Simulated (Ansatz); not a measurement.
The cluster Ga₂Se₄⁻. The state is a doublet with charge -1. Geometry PBE-D4/def2-SVPD; atoms count from 1.

```xyz
6

Ga   -0.307   -1.368    0.533
Ga    0.309    1.367   -0.534
Se    1.299    0.225    1.329
Se    0.773    3.444   -1.339
Se   -0.779   -3.441    1.344
Se   -1.294   -0.228   -1.333
```

The structure comes from a short search, and lower isomers may exist.

Q: Estimate the Mulliken populations from the PBE0/def2-SVP orbitals of Ansatz.

A: 
| atom | charge (e) | spin (α − β) |
| --- | --- | --- |
| Ga1 | 0.31 | -0.06 |
| Ga2 | 0.31 | -0.06 |
| Se3 | -0.42 | 0.06 |
| Se4 | -0.40 | 0.51 |
| Se5 | -0.40 | 0.51 |
| Se6 | -0.42 | 0.06 |
Mulliken values and Mayer orders depend strongly on the basis.

Q: Where does the spin sit?

A: Summed by element: Ga -0.13, Se 1.13, of 1 unpaired in all. Largest on single atoms: Se4 0.51, Se5 0.51, Ga1 -0.06.

Q: And the Mayer bond orders between bonded heavy atoms (over 0.3)?

A: Ga1–Se3 0.93 (2.40 Å); Ga1–Se5 1.41 (2.28 Å); Ga1–Se6 0.93 (2.40 Å); Ga2–Se3 0.93 (2.40 Å); Ga2–Se4 1.41 (2.28 Å); Ga2–Se6 0.93 (2.40 Å). Values over 0.3 also appear between atoms too far apart for a bond (Se4–Se5 0.34 at 7.55 Å); they arise where an orbital or an unpaired electron spreads over both atoms.
